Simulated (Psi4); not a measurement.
CH₃BeClO (SMILES C[O][Be][Cl]), singlet, geometry from GFN2-xTB (such geometries of metal compounds can be far from the true shape); Psi4 with PBE/pcseg-3.

Psi4 was given this input:
```
memory 2 GB

molecule {
0 1
  Be    0.09461496    0.08281964    0.12313652
  Cl    1.10104175    0.39642801    1.56272782
  O    -0.67498241   -0.21753375   -0.96385064
  C    -1.45205587   -0.56095663   -2.05222714
  H    -1.50705298    0.27670575   -2.75327821
  H    -1.01449723   -1.42470843   -2.56092135
  H    -2.46242474   -0.81654225   -1.72055147
}

set basis pcseg-3

energy('pbe')
print_variables()
```

What does Psi4 print? Leave out banner, timings and long lists.


```
   => Loading Basis Set <=

    Name: PCSEG-3
    Role: ORBITAL
    Keyword: BASIS

         ---------------------------------------------------------
                                   SCF
               by Justin Turney, Rob Parrish, Andy Simmonett
                          and Daniel G. A. Smith
                              RKS Reference
         ---------------------------------------------------------

  ==> Geometry <==

    Molecular point group: c1
    Full point group: C1

    Geometry (in Angstrom), charge = 0, multiplicity = 1:

       Center              X                  Y                   Z               Mass
    ------------   -----------------  -----------------  -----------------  -----------------
         BE           0.013135363554     0.050576892175     0.008158369564     9.012183065000
         CL           1.019562153554     0.364185262175     1.447749669564    34.968852682000
         O           -0.756462006446    -0.249776497825    -1.078828790436    15.994914619570
         C           -1.533535466446    -0.593199377825    -2.167205290436    12.000000000000
         H           -1.588532576446     0.244463002175    -2.868256360436     1.007825032230
         H           -1.095976826446    -1.456951177825    -2.675899500436     1.007825032230
         H           -2.543904336446    -0.848784997825    -1.835529620436     1.007825032230

  Running in c1 symmetry.

  Rotational constants: A =      5.18619  B =      0.06426  C =      0.06425 [cm^-1]
  Rotational constants: A = 155478.02812  B =   1926.48607  C =   1926.09735 [MHz]
  Nuclear repulsion =  113.544201534561267

  Charge       = 0
  Multiplicity = 1
  Electrons    = 38
  Nalpha       = 19
  Nbeta        = 19

  ==> Algorithm <==

  SCF Algorithm Type is DF.
  DIIS enabled.
  MOM disabled.
  Fractional occupation disabled.
  Guess Type is SAD.
  Energy threshold   = 1.00e-06
  Density threshold  = 1.00e-06
  Integral threshold = 1.00e-12

  ==> Primary Basis <==

  Basis Set: PCSEG-3
    Blend: PCSEG-3
    Number of shells: 94
    Number of basis functions: 314
    Number of Cartesian functions: 382
    Spherical Harmonics?: true
    Max angular momentum: 4

  ==> DFT Potential <==

   => LibXC <=

    Version 7.1.2
    S. Lehtola, C. Steigemann, M. J. T. Oliveira, and M. A. L. Marques,  SoftwareX 7, 1–5 (2018) (10.1016/j.softx.2017.11.002)

   => Composite Functional: PBE <=

    PBE GGA Exchange-Correlation Functional

    J.P. Perdew et. al., Phys. Rev. Lett., 77(18), 3865-3868, 1996

    Deriv               =              1
    GGA                 =           TRUE
    Meta                =          FALSE

    Exchange Hybrid     =          FALSE
    MP2 Hybrid          =          FALSE

   => Exchange Functionals <=

    1.0000     XC_GGA_X_PBE

   => Correlation Functionals <=

    1.0000     XC_GGA_C_PBE

   => LibXC Density Thresholds  <==

    XC_GGA_C_PBE:  1.00E-12
    XC_GGA_X_PBE:  1.00E-15

   => Molecular Quadrature <=

    Radial Scheme          =       TREUTLER
    Pruning Scheme         =           NONE
    Nuclear Scheme         =       TREUTLER

    Blocking Scheme        =         OCTREE
    BS radius alpha        =              1
    Pruning alpha          =              1
    Radial Points          =             75
    Spherical Points       =            302
    Total Points           =         152264
    Total Blocks           =           1207
    Max Points             =            256
    Max Functions          =            284
    Weights Tolerance      =       1.00E-15

   => Loading Basis Set <=

    Name: (PCSEG-3 AUX)
    Role: JKFIT
    Keyword: DF_BASIS_SCF

  ==> Integral Setup <==

  SCF_SUBTYPE=INCORE selected. In-core MEM_DF algorithm will be used.
  Using in-core AOs.

  ==> MemDFJK: Density-Fitted J/K Matrices <==

    J tasked:                   Yes
    K tasked:                    No
    wK tasked:                   No
    Algorithm:                 Core
    Schwarz Cutoff:           1E-12
    Mask sparsity (%):      11.5339
    Fitting Condition:        1E-10

   => Auxiliary Basis Set <=

  Basis Set: (PCSEG-3 AUX)
    Blend: DEF2-UNIVERSAL-JKFIT
    Number of shells: 123
    Number of basis functions: 385
    Number of Cartesian functions: 457
    Spherical Harmonics?: true
    Max angular momentum: 4

  Minimum eigenvalue in the overlap matrix is 1.7544891461E-05.
  Reciprocal condition number of the overlap matrix is 1.7410632228E-06.
    Using symmetric orthogonalization.

  ==> Pre-Iterations <==

  SCF Guess: Superposition of Atomic Densities via on-the-fly atomic UHF (no occupation information).

   -------------------------
    Irrep   Nso     Nmo
   -------------------------
     A        314     314
   -------------------------
    Total     314     314
   -------------------------

  ==> Iterations <==

                           Total Energy        Delta E     RMS |[F,P]|

   @DF-RKS iter SAD:  -589.26939069371076   -5.89269e+02   0.00000e+00
   @DF-RKS iter   1:  -589.44548028842087   -1.76090e-01   3.43625e-03 ADIIS/DIIS
   @DF-RKS iter   2:  -586.55350351629647    2.89198e+00   7.89454e-03 ADIIS/DIIS
   @DF-RKS iter   3:  -589.83879956788542   -3.28530e+00   1.51329e-03 ADIIS/DIIS
   @DF-RKS iter   4:  -589.92147929157522   -8.26797e-02   6.47419e-04 ADIIS/DIIS
   @DF-RKS iter   5:  -589.93566688638157   -1.41876e-02   1.85500e-04 ADIIS/DIIS
   @DF-RKS iter   6:  -589.93717776030815   -1.51087e-03   5.46949e-05 DIIS
   @DF-RKS iter   7:  -589.93729392479304   -1.16164e-04   1.39955e-05 DIIS
   @DF-RKS iter   8:  -589.93730082297895   -6.89819e-06   4.28020e-06 DIIS
   @DF-RKS iter   9:  -589.93730162556460   -8.02586e-07   1.46375e-06 DIIS
   @DF-RKS iter  10:  -589.93730170958270   -8.40181e-08   1.93349e-07 DIIS
  Energy and wave function converged.

  ==> Post-Iterations <==

   Electrons on quadrature grid:
      Ntotal   =   38.0000004907 ; deviation = 4.907e-07

    Orbital Energies [Eh]
    ---------------------

    Doubly Occupied:

[...]
      19A     -0.259586

    Virtual:

[...]
     314A     44.182577

    Final Occupation by Irrep:
              A
    DOCC [    19 ]
    NA   [    19 ]
    NB   [    19 ]

  @DF-RKS Final Energy:  -589.93730170958270

   => Energetics <=

    Nuclear Repulsion Energy =            113.5442015345612674
    One-Electron Energy =               -1037.7749275756386851
    Two-Electron Energy =                 380.3023128517484679
    DFT Exchange-Correlation Energy =     -46.0088885202537625
    Empirical Dispersion Energy =           0.0000000000000000
    VV10 Nonlocal Energy =                  0.0000000000000000
    Total Energy =                       -589.9373017095826981

Computation Completed

Properties will be evaluated at   0.000000,   0.000000,   0.000000 [a0]

Properties computed using the SCF density matrix

 Multipole Moments:

 ------------------------------------------------------------------------------------
     Multipole            Electronic (a.u.)      Nuclear  (a.u.)        Total (a.u.)
 ------------------------------------------------------------------------------------

 L = 1.  Multiply by 2.5417464519 to convert [e a0] to [Debye]
 Dipole X            :          5.3253474           -5.8510164           -0.5256689
 Dipole Y            :          2.1438046           -2.3153386           -0.1715340
 Dipole Z            :          7.5064339           -8.2565341           -0.7501002
 Magnitude           :                                                    0.9318809

 ------------------------------------------------------------------------------------

  Variable Map:
  ----------------------------------------------------------------------------
[...]
  Array Variable Map:
  ----------------------------------------------------------------------------
[...]
[...]
```
